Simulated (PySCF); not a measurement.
Working with the constants of InPb

UHF-CCSD(T) constants of InPb, ⁴Σ⁻ (quartet), unpaired electrons σ ↑, π ↑↑ (basis In cc-pVDZ-PP with ECP28, Pb cc-pVDZ-PP with ECP60; scalar-relativistic core potentials; PySCF 2.14; masses 114.9039 and 207.9766 u):

| Property | Result |
| --- | --- |
| ωe | 127.9 cm⁻¹ |
| ωexe | 0.262 cm⁻¹ |
| Be | 0.026344 cm⁻¹ |
| αe | 7.76e-05 cm⁻¹ |
| D (centrifugal) | 4.47e-09 cm⁻¹ |
| De to In + Pb | 1.68 eV |

**Question.** Give the vibrational terms G(v) and spacings up to v = 6.

**Answer.** G(v) = ωe(v+½) − ωexe(v+½)².

```
v  G(v) (cm⁻¹)  G(v) − G(v−1)  Bv (cm⁻¹)
0         63.9                   0.02631
1        191.3          127.4    0.02623
2        318.1          126.9    0.02615
3        444.4          126.3    0.02607
4        570.2          125.8    0.02599
5        695.5          125.3    0.02592
6        820.3          124.8    0.02584
```

**Question.** How well does the Morse estimate ωe²/(4ωexe) reproduce De, and what is D0?

**Answer.** It gives 1.94 eV, 115 % of the computed De. D0 = De − G(0) = 1.68 − 0.01 = 1.67 eV.

Correlated steps freeze 8 core orbitals. Correlated levels converge slowly with the basis: in double zeta they bind strong bonds too weakly, by up to about 1 eV, and carry superposition errors of some tenths. These are scalar-relativistic numbers at best; spin–orbit coupling would shift them, the dissociation energy most. The state is the lowest determinant that a PBE0 search found; another state may lie lower at other levels.
